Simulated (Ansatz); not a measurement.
`O[SiH2]C[AsH2]`, charge 0, multiplicity 1.

Task: Give a relaxed structure at PBE0-D4/def2-TZVP (Ansatz). (Estimate.)

Result: Computed: 
Z-matrix (Å, degrees):
```
Si
C 1 1.861
O 1 1.652 2 114.1
H 1 1.491 2 107.7 3 -122.9
H 1 1.482 2 109.2 3 117.4
As 2 1.982 1 111.8 3 -176.1
H 2 1.093 1 111.7 3 -56.4
H 2 1.093 1 112.2 3 64.2
H 3 0.957 1 117.9 2 -74.9
H 6 1.526 2 95.8 1 47.8
H 6 1.527 2 95.9 1 -44.3
```
This is one stationary point; other conformers may exist.
